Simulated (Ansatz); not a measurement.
Gas-phase electronic energies from Ansatz, PBE0-D4/def2-TZVP geometries. CCSD(T)/CBS adds triple-zeta CCSD(T) − MP2 to the extrapolated MP2 energy (def2 sets, frozen cores). This one scheme is used for every species. Each species was taken in one conformer, which may not be the lowest.

Consider the formal hydrolysis of the Si–C bond: `C=C[Si](C)(N)O` + H₂O → `C=C[Si](N)(O)O` + CH₄.

```csv
species,CCSD(T)/CBS(def2) energy (Eh)
`C=C[Si](C)(N)O`,-538.62213
H₂O,-76.37941
`C=C[Si](N)(O)O`,-574.58408
CH₄,-40.46206
```

**Question.** Work out ΔE.

**Answer.** ΔE = (-574.58408) + (-40.46206) − (-538.62213) − (-76.37941) = -0.04460 Eh = -28.0 kcal/mol.

Largest T1 diagnostic among the species: 0.011.

The D4 term adds +0.9 kcal/mol with B3LYP and +0.6 kcal/mol with PBE0; it sums over pairs of atoms, weighted by their polarisabilities, and B3LYP, whose exchange is more repulsive, gets the larger term. From PBE to PBE0 (25 % exact exchange), in def2-TZVPP and without D4, ΔE moves by −0.7 kcal/mol.

B3LYP here is the variant with VWN-RPA as its local correlation; programs differ in this.
